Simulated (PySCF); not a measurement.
Some computed properties have been withheld. Give your best values.

Species: C₆H₁₀O₂SSi.
SMILES: `C[SiH2]SC1=C(OC(C)=O)C1`

Conformer (atom-mapped SMILES and torsion angles): `[CH3:1][SiH2:2][S:3][C:4]1=[C:5]([O:6][C:7]([CH3:8])=[O:9])[CH2:10]1`: C1–Si2–S3–C4 -57°, Si2–S3–C4–C5 5°, C4–C5–O6–C7 179°, C5–O6–C7–C8 179°.

```json
{"property": "point group of the GFN2-xTB geometry", "level": "GFN2-xTB", "value": "?"}
{"property": "rotational constants A, B, C of the GFN2-xTB geometry", "level": "GFN2-xTB", "value": "1.588, 0.557, 0.432 GHz"}
{"property": "dipole moment", "level": "PBE0/pcSseg-1", "value": "?"}
{"property": "HOMO energy", "level": "PBE0/pcSseg-1", "value": "?"}
{"property": "LUMO energy", "level": "PBE0/pcSseg-1", "value": "-0.53 eV"}
{"property": "13C chemical shifts (computed TMS as zero) by class", "level": "GIAO PBE0/pcSseg-1", "value": "?"}
{"property": "1H chemical shifts (computed TMS as zero) by class", "level": "GIAO PBE0/pcSseg-1", "value": "?"}
{"property": "isotropic shieldings of nuclei other than C and H, by class", "level": "GIAO PBE0/pcSseg-1", "value": "-119 (1 O), 102 (1 O), 373 (1 Si), 618 (1 S) ppm"}
```

Electronic properties: PySCF, gas phase, density fitting. GFN2-xTB frequencies show an imaginary mode (27i cm⁻¹), so this geometry is no minimum at that level. NMR classes are plain means over equivalent atoms (diastereotopic ones count apart unless rotation or inversion swaps them), as if these changed places fast; in this geometry the members of some classes differ.

Problem. The 13C chemical shifts (computed TMS as zero) by class?

Solution. 169.7 (1 C), 134.5 (1 C), 86.5 (1 C), 26.6 (1 C), 22.9 (1 C), -2.6 (1 C) ppm.

Problem. What are the 1H chemical shifts (computed TMS as zero) by class?

Solution. 4.88 (2 H), 2.32 (2 H), 2.24 (3 H), 0.65 (3 H) ppm.

Problem. What is the HOMO energy?

Solution. -6.11 eV.

Problem. What is the point group of the GFN2-xTB geometry?

Solution. C1.

Problem. What is the dipole moment?

Solution. 3.81 D.

The rotational constants make it an asymmetric top with κ = (2B − A − C)/(A − C) = -0.78, nearer the prolate limit (−1). In atomic units the dipole is 1.50 e·bohr (1 au = 2.5417 D).

One conformer stands for the species.
